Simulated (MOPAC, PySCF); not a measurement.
Isomers of C3H10Si: 1 is C[SiH](C)C, 2 is CC[SiH2]C; one conformer of each (the lowest of an xTB search), B3LYP-D3(BJ)/def2-TZVP minima.
Isomer 1 (charge 0, multiplicity 1):
```xyz
14

C     -0.90931     1.52760     0.12847
Si     0.05347     0.03745    -0.48766
C     -0.88297    -1.54473    -0.10439
C      1.75641    -0.00796     0.30291
H     -0.38426     2.45848    -0.09622
H     -1.89629     1.58065    -0.33601
H     -1.05209     1.47786     1.21087
H      0.21529     0.15071    -1.96335
H     -0.34552    -2.42153    -0.47192
H     -1.01937    -1.66443     0.97334
H     -1.87207    -1.54124    -0.56739
H      2.32241     0.89798     0.07573
H      1.67840    -0.08894     1.39001
H      2.33590    -0.86192    -0.05438
```
Isomer 2 (charge 0, multiplicity 1):
```xyz
14

C     -2.17502     0.02554     0.08428
C     -0.75625    -0.41224     0.46782
Si     0.60124     0.45680    -0.50307
C      2.30651    -0.13142     0.01634
H     -2.93147    -0.50091     0.67026
H     -2.37951    -0.17199    -0.97019
H     -2.31788     1.09579     0.24843
H     -0.58258    -0.23333     1.53402
H     -0.64348    -1.49169     0.32280
H      0.40318     0.20275    -1.95507
H      0.49041     1.92481    -0.29152
H      2.41633    -1.20507    -0.15060
H      3.08842     0.37761    -0.55031
H      2.48010     0.06335     1.07681
```

No zero-point or thermal terms.

Rows in 6-31G*, STO-3G carry no dispersion term and start afresh at each structure (6-31G* with six Cartesian d functions). The state that PM7 reach isn't checked; PM7 holds dispersion and hydrogen-bond terms.

The values were computed with MOPAC for PM7 (differences of heats of formation); PySCF for 6-31G* rows, STO-3G rows. Values without a source in brackets are computed.

### Question
One of these levels gives 44.8 kJ/mol for the electronic energy of isomer 2 less that of isomer 1. Which?
A) PM7
B) HF/STO-3G
C) BP86/6-31G*

### Answer
C, BP86/6-31G*. The others give 49.3 (PM7), 55.1 (HF/STO-3G)
